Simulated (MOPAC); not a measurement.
A run for MOPAC: PM7 on MgCl, 2S+1 = 2, a spin state set in the input, which need not be the lowest, a point of a bond scan (R = 2.343 Å).

```
PM7 1SCF PRECISE CHARGE=0 UHF MS=0.5 THREADS=1
ClMg

Mg     0.00000000 1     0.00000000 1     0.00000000 1
Cl     0.00000000 1     0.00000000 1     2.34298300 1
```

The log:

```
*******************************************************************************
 **                                                                           **
 **                              MOPAC v23.2.5                                **
 **                                                                           **
 *******************************************************************************
 ** MOPAC's Digital Object Identifier: https://doi.org/10.5281/zenodo.6511958 **
 **                                                                           **
 ** Please cite the open-source release paper for use of this MOPAC version:  **
 ** J. E. Moussa and J. J. P. Stewart (2026)                                  **
 ** MOPAC: An open-source semiempirical molecular orbital program             **
 ** J. Open Source Softw., 11(119), 8025, https://doi.org/10.21105/joss.08025 **
 *******************************************************************************

                              PM7 CALCULATION RESULTS

 *******************************************************************************
 *  PM7        - The PM7 Hamiltonian to be used
 *  UHF        - UNRESTRICTED HARTREE-FOCK CALCULATION
 *
 *
 *
 *                 CHARGE ON SYSTEM = 0
 *
 *
 *
 *  MS=        - IN MECI, MAGNETIC COMPONENT OF SPIN =  0.5
 *  PRECISE    - TIGHTER CRITERIA TO BE USED
 *  1SCF       - DO 1 SCF AND THEN STOP
 *  THREADS=1  - MULTI-THREADING NOT USED
 *  T=         - A TIME OF 172800.0 SECONDS REQUESTED
 *  DUMP=N     - RESTART FILE WRITTEN EVERY 7200.0 SECONDS REQUESTED
 *******************************************************************************
PM7 1SCF PRECISE CHARGE=0 UHF MS=0.5 THREADS=1
 ClMg

   ATOM   CHEMICAL          X               Y               Z
  NUMBER   SYMBOL      (ANGSTROMS)     (ANGSTROMS)     (ANGSTROMS)

     1      Mg          0.00000000  *   0.00000000  *   0.00000000  *
     2      Cl          0.00000000  *   0.00000000  *   2.34298300  *



          CARTESIAN COORDINATES

    NO.       ATOM           X           Y           Z

     1        Mg          0.0000      0.0000      0.0000
     2        Cl          0.0000      0.0000      2.3430

 General Reference for PM7:
 "Optimization of Parameters for Semiempirical Methods VI: More Modifications to the
 NDDO Approximations and Re-optimization of Parameters", J. J. P. Stewart, J. Mol. Mod., 1:32, 19 (2013)
 https://link.springer.com/article/10.1007/s00894-012-1667-x

           Empirical Formula: Mg Cl  =     2 atoms



      MOLECULAR POINT GROUP   :   C*v


          UHF CALCULATION, NO. OF ALPHA ELECTRONS =    5
                           NO. OF BETA  ELECTRONS =    4

 -------------------------------------------------------------------------------
 PM7 1SCF PRECISE CHARGE=0 UHF MS=0.5 THREADS=1
 ClMg



     1SCF WAS SPECIFIED, SO BFGS WAS NOT USED
     SCF FIELD WAS ACHIEVED


                              PM7 CALCULATION
                                                       MOPAC v23.2.5 Linux




          FINAL HEAT OF FORMATION =         35.01677 KCAL/MOL =     146.51015 KJ/MOL


          COSMO AREA              =         81.18 SQUARE ANGSTROMS
          COSMO VOLUME            =         63.30 CUBIC ANGSTROMS

          IONIZATION POTENTIAL    =          6.604403 EV
          ALPHA SOMO LUMO (EV)    =         -6.604 -1.670
          BETA  SOMO LUMO (EV)    =         -9.865 -0.250
          NO. OF ALPHA ELECTRONS  =          5
          NO. OF BETA  ELECTRONS  =          4
          MOLECULAR WEIGHT        =         59.7580         POINT GROUP:  C*v

          MOLECULAR DIMENSIONS (Angstroms)

            Atom       Atom       Distance
           Cl     2   Mg     1     2.34298
           Cl     2   Mg     1     0.00000
           Mg     1   Cl     2     0.00000


          SCF CALCULATIONS        =          1





   ATOM   CHEMICAL          X               Y               Z
  NUMBER   SYMBOL      (ANGSTROMS)     (ANGSTROMS)     (ANGSTROMS)

     1      Mg          0.00000000  *   0.00000000  *   0.00000000  *
     2      Cl          0.00000000  *   0.00000000  *   2.34298300  *

                             CARTESIAN COORDINATES

   1   Mg        0.000000000     0.000000000     0.000000000
   2   Cl        0.000000000     0.000000000     2.342983000


           Empirical Formula: Mg Cl  =     2 atoms



      MOLECULAR POINT GROUP   :   C*v


          ALPHA EIGENVALUES
 -23.79797 -11.06613  -9.87583  -9.85761  -6.60440  -1.66967  -1.22108   1.37435
  74.60011  74.71199  74.78541  75.33507  75.33756


           BETA EIGENVALUES
 -24.18443 -10.92901  -9.88839  -9.86456  -0.24980   0.00299   2.33573   2.34968
  74.52571  74.65093  74.73003  75.32591  75.32852


              NET ATOMIC CHARGES AND DIPOLE CONTRIBUTIONS

  ATOM NO.   TYPE          CHARGE      No. of ELECS.   s-Pop       p-Pop       d-Pop
    1         Mg           0.549394        1.4506     0.25434     1.19627
    2         Cl          -0.549394        7.5494     1.98309     5.56584     0.00046
 DIPOLE           X         Y         Z       TOTAL
 POINT-CHG.     0.000     0.000    -6.183     6.183
 HYBRID         0.000    -0.000    -1.401     1.401
 SUM            0.000    -0.000    -7.584     7.584


          ATOMIC ORBITAL ELECTRON POPULATIONS

     Atom    s        px        py        pz      x^2-y^2     xz        z^2       yz        xy
    1 Mg   0.25434   1.00251   0.01851   0.17524
    2 Cl   1.98309   1.99746   1.98146   1.58693   0.00000   0.00003   0.00040   0.00003   0.00000


                    (SZ)    =    0.500000
                    (S**2)  =    0.762215


          ATOMIC ORBITAL SPIN POPULATIONS

    Atom   Total    s     px     py     pz   x^2-y^2  xz     z^2    yz     xy
         Atomic
    1 Mg  1.0856  0.034  0.997  0.007  0.047
    2 Cl -0.0856 -0.001  0.003 -0.007 -0.081 -0.000  0.000  0.000 -0.000 -0.000

 **********************
 *                    *
 * JOB ENDED NORMALLY *
 *                    *
 **********************




 == MOPAC DONE ==
```

The run finished.

Cost: around 0.05 core-seconds (rough).
